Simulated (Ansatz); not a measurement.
Consider the β-hydride elimination: `CN(C)[SiH3]` → SiH₄ + `C=NC`.

Computed with Ansatz on PBE0-D4/def2-TZVP structures; ΔE is electronic, products minus reactants. CCSD(T)/CBS adds triple-zeta CCSD(T) − MP2 to the extrapolated MP2 energy (def2 sets, frozen cores). This one scheme is used for every species. DFT in def2-TZVPP.

Q: Is it downhill or uphill in electronic energy at CCSD(T)/CBS, and by how much? (An estimate is asked.)

A: Computed: Uphill: ΔE = +152.4 kJ/mol.

Q: What do these levels give: PBE-D4, revPBE-D4, CAM-B3LYP-D4, PBE-QIDH, BLYP, CCSD/def2-TZVPP? (Estimate.)

A: Computed: PBE-D4 148.6, revPBE-D4 145.3, CAM-B3LYP-D4 155.3, PBE-QIDH 167.9, BLYP 107.5, CCSD/def2-TZVPP 146.8 kJ/mol.

Largest T1 diagnostic among the species: 0.011.

From r2SCAN to r2SCAN0 (25 % exact exchange), in def2-TZVPP and without D4, ΔE moves by +11.3 kJ/mol. At CCSD(T), def2-SVP lies −17.2 kJ/mol from the extrapolated value and def2-TZVPP −6.5 kJ/mol.
